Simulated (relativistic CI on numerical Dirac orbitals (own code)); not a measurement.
La2+: resonant inelastic scattering at the N4,5 edge

Computed with this model: Dirac-Coulomb-Breit CI, orbitals from a KLI potential per configuration, model QED, valence Slater integrals scaled by 0.9, Kramers-Heisenberg scattering through one core-hole configuration in a parametric crystal field; configurations [Xe] 4f → [Kr] 4d9 4f2 5s2 5p6; 300 K; core-hole width 0.5 eV; summed over polarisations. Incident energies are the highest absorption maxima for each field (at most a few, so the weaker spin-orbit partner edge can be absent), on the computed scale of the free ion. Intensities are in per cent of the strongest line above 0.02 eV; levels within 1 cm⁻¹ are merged; final levels count from the ground level, the first row holds all elastic scattering, lines under 0.4 are left out and each table stops after 24 rows. The scale of the Slater integrals is a model choice and moves the terms in proportion. The configuration is assumed, with all valence electrons in the open shell; the free ion's ground configuration is another.

Field parameters in Wybourne normalisation; cubic f-shell fields have B⁴₄ = √(5/14) B⁴₀ and B⁶₄ = −√(7/2) B⁶₀. The field is a parameter set, without covalency.

S is read from ⟨S²⟩ = S(S + 1).

Oh, B40 = 950, B60 = 210 cm⁻¹:

| Final level (eV) | Degeneracy | Irrep | S | 117.3 eV | 122 eV | 123.3 eV |
| --- | --- | --- | --- | --- | --- | --- |
| 0.000 | 2 | Γ7 | 0.50 | 138.4 | 107.4 | 161.9 |
| 0.031 | 4 | Γ8 | 0.50 | 51.8 | 65.7 | 100.0 |
| 0.170 | 2 | Γ7 | 0.50 | 1.2 | 0.6 | 2.5 |
| 0.195 | 4 | Γ8 | 0.50 | 2.8 | 2.7 | 15.2 |
| 0.221 | 2 | Γ6 | 0.50 | 1.1 | 1.3 | 8.2 |

Oh, B40 = -780, B60 = 430 cm⁻¹:

| Final level (eV) | Degeneracy | Irrep | S | 117.3 eV | 122 eV | 123.3 eV |
| --- | --- | --- | --- | --- | --- | --- |
| 0.000 | 4 | Γ8 | 0.50 | 1196.4 | 994.7 | 1527.7 |
| 0.019 | 2 | Γ7 | 0.50 | 258.3 | 320.6 | 488.8 |
| 0.168 | 4 | Γ8 | 0.50 | 18.9 | 15.8 | 100.0 |
| 0.175 | 2 | Γ6 | 0.50 | 9.7 | 8.3 | 28.5 |
| 0.219 | 2 | Γ7 | 0.50 | 19.5 | 23.4 | 74.9 |

Oh, B40 = -1000, B60 = 240 cm⁻¹:

```
Final level (eV)  Degeneracy  Irrep     S  117.3 eV  122 eV  123.3 eV
           0.000           4     Γ8  0.50     225.9   187.3     283.4
           0.030           2     Γ7  0.50      51.7    65.1     100.0
           0.167           2     Γ6  0.50       1.8     1.1       5.4
           0.174           4     Γ8  0.50       3.2     2.6      15.6
           0.222           2     Γ7  0.50       2.5     3.0      15.9
```

For the first field the strongest loss at the lowest incident energy is the level at 0.03 eV (S = 0.50, against 0.50 in the thermal ground state).
